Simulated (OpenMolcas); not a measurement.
Multiplet structure of Sc2+

```yaml
Program: OpenMolcas
Method: "SS-CASPT2, IPEA 0.25 Eh, imaginary shift 0.1 Eh (closed shells correlated: 3s 3p)"
Basis: ANO-RCC-VTZP [6s5p3d2f1g]
Scalar_Hamiltonian: DKH2, point nucleus
Active_space: 1 electron in 6 orbitals (3d 4s)
State_averaging: 2S+1 = 2 even, 6 roots
Spin-orbit_coupling: state interaction with AMFI integrals over the reference wave functions, term energies averaged over their components
```

With spin-orbit coupling, above the lowest level:

```json
{"Configuration": "3d", "Term": "²D", "J": "3/2", "E (cm⁻¹)": "0.0", "Measured (cm⁻¹)": "0.0", "g": "0.800", "Term weight %": "100"}
{"Configuration": "3d", "Term": "²D", "J": "5/2", "E (cm⁻¹)": "195", "Measured (cm⁻¹)": "198", "g": "1.200", "Term weight %": "100"}
{"Configuration": "4s", "Term": "²S", "J": "1/2", "E (cm⁻¹)": "24980", "Measured (cm⁻¹)": "25539", "g": "2.002", "Term weight %": "100"}
```

Against the 2 measured excited levels shown (Sugar and Corliss, J. Phys. Chem. Ref. Data 9, 473 (1980)) the mean absolute deviation is 280 cm-1; the largest miss in energy is 4s ²S_1/2: computed 24980, measured 25539 cm⁻¹ (-2.2 %).

Spin-orbit coupling puts the lowest level 117 cm⁻¹ below the lowest spin-free term.

Term energies are means over components that CASPT2 splits; among the terms shown or strongly mixed into the levels shown the widest spread is 85 cm-1 (3d ²D). With one active electron, CASPT2 adds the correlation within the correlated inactive shells and between them and that electron, and leaves the splitting within a term as the reference gives it. Measured partners are found by configuration, term and J. A level has none where our copy of the source lacks it or the pairing is in doubt (some pairs that miss far off the trend of their configuration count as doubtful), and it then counts in no deviation. Levels of configurations outside the active space are missing.

The term weight is that of the spin-free term in the level, not the purity of its configuration.
